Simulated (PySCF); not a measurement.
What does the PBE0-D3(BJ)/def2-SVP structure of `C=NCB(N)F` look like in three dimensions?

```
atom  x, y, z in Å
C1     1.801    1.030   -0.058
N2     0.721    0.516   -0.462
C3     0.235   -0.685    0.162
B4    -1.265   -0.527    0.650
N5    -2.015    0.598    0.328
F6    -1.812   -1.520    1.370
H7     2.169    1.958   -0.519
H8     2.420    0.589    0.750
H9     0.211   -1.488   -0.600
H10    0.882   -1.057    0.986
H11   -1.601    1.323   -0.245
H12   -2.983    0.729    0.585
```

Orientation and origin are arbitrary. Atoms count from 1 in this order. B4 (three-coordinate boron) is planar (angles 121.3°, 120.2° and 118.4°, sum 360.0°, 0.01 Å off the plane of its three neighbours). N5 (boron-bound nitrogen) is planar (angles 124.3°, 119.4° and 116.3°, sum 359.9°, 0.02 Å off the plane of its three neighbours). Of the pairs four or more bonds apart, N2···H11 is among the closest relative to their van der Waals radii: 2.47 Å, 90 % of the sum of Bondi's values. N2 (imine nitrogen) is bent (angle 119.4°).

Bonds between heavy atoms (Å): C1=N2 1.262, N2–C3 1.438, C3–B4 1.586, B4–N5 1.390, B4–F6 1.343.

The calculation used PBE0-D3(BJ)/def2-SVP geometry optimisation, gas phase in PySCF 2.14.0.

Point group: C1 (no symmetry element, even within 0.4 Å). No frequency check. The numbers are those of one conformer (C1–N2–C3–B4 127°, N2–C3–B4–N5 8°).
